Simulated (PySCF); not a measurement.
29Si shieldings along a series

GIAO PBE0/pcSseg-1 on GFN2-xTB geometries (PySCF, gas phase, non-relativistic):

```csv
SMILES,IAO charge (e) of Si,σ(Si) (ppm)
CO[Si@H](O)n1cccc1,1.438,403.7
O[SiH](O)n1cccc1,1.442,400.8
CO[Si@@](N)(O)n1cccc1,1.585,409.2
CO[Si@H](O)n1cccc1C,1.430,403.4
CO[Si@H](O)n1ccnc1,1.435,400.5
CO[Si@@H](O)n1ccc(N)c1,1.425,398.5
CO[Si@H](O)n1cccn1,1.450,403.9
O=CO[Si@@H](O)n1cccc1,1.428,395.8
COC[Si@@H](O)n1cccc1,1.261,379.2
CO[Si@@H](O)n1ccc(C)c1,1.440,403.9
CCO[Si@@H](O)n1cccc1,1.440,405.7
```

Question: Fit σ(Si) as a line in the IAO charge of Si. How well does it hold?

Answer: σ = 261.7 + 96.8 x, with x in e; correlation +0.89, rms deviation 3.4 ppm, largest 5.8 ppm at `CO[Si@@](N)(O)n1cccc1`. A charge says how many electrons sit at the atom, not how easily they circulate, so such a line holds only within like compounds.

Question: A further member, `CO[Si@H](O)n1ccc(O)c1`, has x = 1.432. What does the line predict, and what does the calculation give?

Answer: The line gives 400.3 ppm; the calculation 403.3 ppm, a difference of 3.0 ppm, within the usual scatter of the fit.
